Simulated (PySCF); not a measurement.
Checking a proposed structure

A compound C4H4F4O2 gives the data below (simulated from a calculation) and was assigned the structure `F[C@@H]1CO[C@@H]1OC(F)(F)F`.

$^{13}$C{$^{1}$H} NMR (computed): δ 123.8 (CH), 121.9 (CH), 73.1 (CH), 54.6 (CH).

$^{1}$H NMR (500 MHz, computed): δ 6.63 (m, 1H), 6.07 (m, 1H), 4.85 (m, 1H), 2.95 (m, 1H).

- PBE0/pcSseg-1 with gauge-including orbitals
- structure optimised with GFN2-xTB
- run in PySCF 2.14
- isolated molecule, non-relativistic Hamiltonian, one conformer

δ = σ(ref) − σ, references computed at the same level: TMS for $^{1}$H, $^{13}$C.

**Question.** Compare with the shifts computed for the proposed structure, pairing carbons in order of shift.

**Answer.** Mapped SMILES: `[F:1][C@@H:2]1[CH2:3][O:4][C@@H:5]1[O:6][C:7]([F:8])([F:9])[F:10]`; H(Xn) means a hydrogen on atom n.

```json
{"atom": "C7", "computed for proposal": "130.8", "given list": "123.8", "difference": "+7.0"}
{"atom": "C5", "computed for proposal": "107.3", "given list": "121.9", "difference": "-14.6"}
{"atom": "C2", "computed for proposal": "86.8", "given list": "73.1", "difference": "+13.7"}
{"atom": "C3", "computed for proposal": "81.0", "given list": "54.6", "difference": "+26.4"}
```

The rms difference is 17.0 ppm and the largest +26.4 ppm at C3 (sp3 CH2 bonded to O). The carbon types in order of shift don't match either: C, CH, CH, CH2 for the proposal against CH, CH, CH, CH in the data. The proposal doesn't fit.

**Question.** Which isomer fits?

**Answer.** SMILES FC(F)O[C@@H]1O[C@@H]1C(F)F.

- Carbon types of the structure: 4 × CH, which accounts for all hydrogens.
- δC 123.8: sp3 CH bonded to 2 F and O; 3 electronegative neighbours deshield it.
- δC 121.9: sp3 CH bonded to 2 F; 2 electronegative neighbours deshield it.
- δC 73.1, 54.6: epoxide ring carbon.
- δH 4.85, 2.95: hydrogen on an epoxide ring carbon; its carbon carries O, which withdraws density.

This is the structure that produced the data.

Splittings by $^{19}$F in the carbon and heteronuclear signals aren't shown, as no couplings were computed. Shifts are as computed. Against solution values, carbons near 30 ppm lie about +3 ppm off and those near 130 ppm about +5 ppm. Of 1211 compounds with measured shifts, 218 miss one by over three times the rms of a fit or turn the order of signals round; such compounds aren't used in these exercises. No couplings were computed; multiplicities are counted from neighbouring protons, with m where these are inequivalent, close in shift, in a saturated or five-membered ring or joined by F or P, and br s for small geminal =CH2 splittings.
